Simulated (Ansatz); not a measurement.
GeH₄N, SMILES `[NH][GeH3]` radical. The species carries charge 0 and has multiplicity 2. Correlated methods include outer-core shells of Ge, which these sets cover unevenly. Scalar relativity is left out up to krypton.

Z-matrix (Å, degrees):
```
Ge
N 1 1.869
H 1 1.532 2 107.6
H 1 1.541 2 109.6 3 120.1
H 1 1.541 2 109.5 3 -120.0
H 2 1.026 1 107.9 3 -179.8
```

Problem. Give the diagnostics of a CCSD(T)/def2-TZVPP run (frozen core, Ansatz). (Estimate.)

Solution. Ansatz gave: T1 = 0.0135, largest single amplitude 0.046, largest double 0.022, (T) share of the correlation energy 3.2 %, 10 CCSD cycles. ⟨S²⟩ of the UHF reference is 0.761 against 0.75 for a pure state. T1 lies under the customary mark of 0.045 for open shells.
